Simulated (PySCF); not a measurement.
A structure optimised at PBE0-D3(BJ)/def2-SVP, used in a PySCF frequency run:

```xyz
6

Cl    -0.9006    -1.2346    -1.6471
Si     0.0093    -0.4257     0.0000
Cl    -0.9006    -1.2346     1.6471
Cl     1.9889    -0.9368     0.0000
Se    -0.0528     1.8245     0.0000
H     -1.5257     1.8303     0.0000
```
Charge 0, spin multiplicity 1.

**Question.** Write its SMILES, formula and point group.

**Answer.** Cl[Si](Cl)(Cl)[SeH], Cl3HSeSi, Cs

**Question.** What are its rotational constants (standard atomic weights)?

**Answer.** 1.2872, 0.83941, 0.82850 GHz
